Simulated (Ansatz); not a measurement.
Consider the homolysis of the H–Si bond: `[SiH3]N([SiH3])[SiH2]Cl` → H• + `[SiH2]N([SiH3])[SiH2]Cl`•.

Isolated molecules relaxed with PBE0-D4/def2-TZVP in Ansatz; ΔE leaves out vibrations. CCSD(T)/CBS is the MP2 limit (def2-TZVPP, def2-QZVPP) plus CCSD(T) − MP2 in def2-TZVPP, frozen cores. This one scheme is used for every species, atoms too. Functionals use def2-TZVPP. Open shells (•) are unrestricted, without spin–orbit coupling. One conformer a species, not always the lowest.

CCSD(T)/CBS gives +97.3 kcal/mol.

(1) Another level gave +91.7 kcal/mol. Which?
A. BHLYP-D4/def2-TZVPP
B. SCS-MP2/def2-TZVPP
C. r2SCAN-D4/def2-TZVPP
D. PBE-QIDH/def2-TZVPP

Largest T1 diagnostic among the species: 0.013.

Results:

(1) C. r2SCAN-D4 91.7, PBE-QIDH 93.5, BHLYP-D4 95.4, SCS-MP2/def2-TZVPP 96.5 kcal/mol.

At CCSD(T), def2-SVP lies −4.9 kcal/mol from the extrapolated value and def2-TZVPP −1.8 kcal/mol: correlation converges slowly with the basis, and small sets miss more of it in the bonded molecule than in its fragments. In def2-TZVPP, CCSD(T) changes the Hartree–Fock value by +18.3 kcal/mol (the triples alone add −0.1 kcal/mol) and MP2 by +16.1 kcal/mol; breaking electron pairs costs correlation energy, which Hartree–Fock lacks. From PBE to PBE0 (25 % exact exchange), in def2-TZVPP and without D4, ΔE moves by +1.6 kcal/mol.

CCSD(T)/CBS has its own doubt, a few kJ/mol and more with outer-core shells, so smaller differences from it don't rank the levels.
